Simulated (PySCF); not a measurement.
**Spin-rotation constants: `InChI=1S/C4H2BrF2O/c5-2-1-3(2)8-4(6)7/h1,4H/q+1`, charge +1**

Molfile (atoms numbered from 1):
```
C4H2BrF2O
     RDKit          3D

 10 10  0  0  0  0  0  0  0  0999 V2000
   -1.1158    1.6135   -0.5646 F   0  0  0  0  0  0  0  0  0  0  0  0
   -1.4725    0.3478   -0.7337 C   0  0  0  0  0  0  0  0  0  0  0  0
   -2.0662   -0.0614    0.3789 F   0  0  0  0  0  0  0  0  0  0  0  0
   -0.2896   -0.4323   -0.9277 O   0  0  0  0  0  0  0  0  0  0  0  0
    0.5979   -0.4202   -0.0205 C   0  0  0  0  0  0  0  0  0  0  0  0
    1.8255   -0.8461    0.4526 C   0  0  0  0  0  0  0  0  0  0  0  0
    1.0785    0.0221    1.2364 C   0  0  0  0  0  0  0  0  0  0  0  0
    0.8590    0.9962    2.7259 Br  0  0  0  0  0  0  0  0  0  0  0  0
   -2.1188    0.2169   -1.6149 H   0  0  0  0  0  0  0  0  0  0  0  0
    2.7109   -1.4317    0.3026 H   0  0  0  0  0  0  0  0  0  0  0  0
  1  2  1  0
  2  3  1  0
  2  4  1  0
  4  5  1  0
  5  6  1  0
  6  7  2  0
  7  8  1  0
  7  5  1  0
  2  9  1  0
  6 10  1  0
M  CHG  1   5   1
M  END
```

Computed, not measured: GIAO B3LYP/pcSseg-1 magnetisability, rotational g tensor and spin-rotation constants, non-relativistic, gas phase in PySCF. Geometry: GFN2-xTB.

The calculation is non-relativistic, which matters for the atoms heavier than Zn. For an ion the centre-of-mass motion in the field is neglected.

Task: Give the nuclear spin-rotation constants along the inertial axes (H = +C I·J) beside the isotropic shieldings.

Result: Rotational constants 2.4185, 0.8449, 0.7021 GHz. A star marks the isotopologue with that one atom substituted, in its own axes.
```csv
atom,isotope,Caa (kHz),Cbb (kHz),Ccc (kHz),mean (kHz),σ (ppm)
F1,19F,3.592,0.931,0.748,1.757,255.6
F3,19F,3.607,0.931,0.746,1.761,255.5
Br8,79Br,5.616,2.135,1.157,2.970,1701.4
H9,1H,0.167,-0.093,-0.083,-0.003,24.1
H10,1H,-0.262,0.071,-0.092,-0.094,22.8
C2,13C*,0.748,0.258,0.207,0.404,55.0
O4,17O*,-0.746,-0.289,-0.062,-0.366,90.6
C5,13C*,1.176,0.426,0.104,0.569,6.4
C6,13C*,1.323,0.345,0.071,0.580,23.7
C7,13C*,1.322,0.423,0.091,0.612,-0.7
```
For the geometry as given, no vibrational averaging.

Task: How do the rotational constants and the g tensor change when H9, H10 are replaced by deuterium?

Result: Constants 2.2975, 0.8273, 0.6797 GHz; g -0.0232, -0.0053, 0.0065, against -0.0242, -0.0054, 0.0067 before.
